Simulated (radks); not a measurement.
Question: These are the eigenvalues of the occupied orbitals of an atom or ion with whole-number occupations (hartree). All-electron calculation, Dirac Kohn-Sham, PBE, spin-unpolarised, spherical densities, point nucleus. Program: a radial shooting solver on a logarithmic mesh with Libxc functionals.

| orbital | eigenvalue |
|---|---|
| 1s1/2 | -199.1590 |
| 2s1/2 | -24.23718 |
| 2p1/2 | -20.75174 |
| 2p3/2 | -20.49105 |
| 3s1/2 | -4.52898 |
| 3p1/2 | -3.56418 |
| 3p3/2 | -3.53065 |
| 3d3/2 | -2.02974 |

Which element is it, and in what charge state? The configuration may be excited. Open shells, if any, fill j = l - 1/2 first.

Answer: Z = 23, vanadium, charge +4: V4+ in [Ar] 3d1. The list shows which subshells hold electrons but not how many an open one holds; the 1s level, -199.16 hartree, gives Z - s = 20.0 by -(Z - s)^2/2, which with screening and relativity narrows Z to a few neighbours, and the depths of the outer levels then fix element, charge and occupations together.
